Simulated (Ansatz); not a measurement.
`N[SiH](Cl)O[SiH3]` + HCl → `[SiH3]O[SiH](Cl)Cl` + NH₃ at 298.15 K and 1 bar (ligand exchange at the Si–N bond).

Computed with Ansatz on PBE0-D4/def2-TZVP structures; ΔE is electronic, products minus reactants. CCSD(T)/CBS is the MP2 limit (def2-TZVPP, def2-QZVPP) plus CCSD(T) − MP2 in def2-TZVPP, frozen cores. This one scheme is used for every species. One conformer a species, not always the lowest.

```csv
species,CCSD(T)/CBS energy (Eh),H − E (kJ/mol),S (J/(mol·K))
`N[SiH](Cl)O[SiH3]`,-1171.60384,201.4,392.3
HCl,-460.38127,26.6,186.8
`[SiH3]O[SiH](Cl)Cl`,-1575.48976,135.6,395.8
NH₃,-56.50880,100.5,192.4
```

H − E and S are ideal-gas, rigid-rotor, harmonic terms from PBE0-D4/def2-TZVP, for one conformer and one mirror image of each species. 1 Eh = 2625.50 kJ/mol, R = 8.31446 J/(mol·K).

By hand: ΔE, ΔH, ΔS and ΔG.

ΔE = (-1575.48976) + (-56.50880) − (-1171.60384) − (-460.38127) = -0.01345 Eh = -35.3 kJ/mol. Δ(H − E) = 135.6 + 100.5 − 201.4 − 26.6 = 8.1, so ΔH = -27.2 kJ/mol. ΔS = 395.8 + 192.4 − 392.3 − 186.8 = 9.1 J/(mol·K). ΔG = -27.2 − 298.15 × (9.1)/1000 = -29.9 kJ/mol.

By hand: the equilibrium constant, and the temperature at which ΔG would vanish if ΔH and ΔS stayed fixed.

log₁₀ K = −ΔG/(RT ln 10) = 5.2. ΔH and −TΔS have one sign here, so there is no such temperature.

The number of gas molecules stays the same, so ΔS is small and ΔH decides. A doubt of 5 kJ/mol in ΔE shifts log₁₀ K by 0.9 here. Other conformers and mirror images would add mixing entropy, several J/(mol·K) or more a flexible species. Modes under 60 cm⁻¹, often nearly free rotors, make the harmonic entropy too high. These are equilibria of isolated gas molecules and say nothing of rates. Largest T1 diagnostic: 0.010 (customary marks: 0.02 for closed shells, 0.045 for open ones).

ΔS is within the doubt of such terms, so its sign, and with it that verdict, could turn.
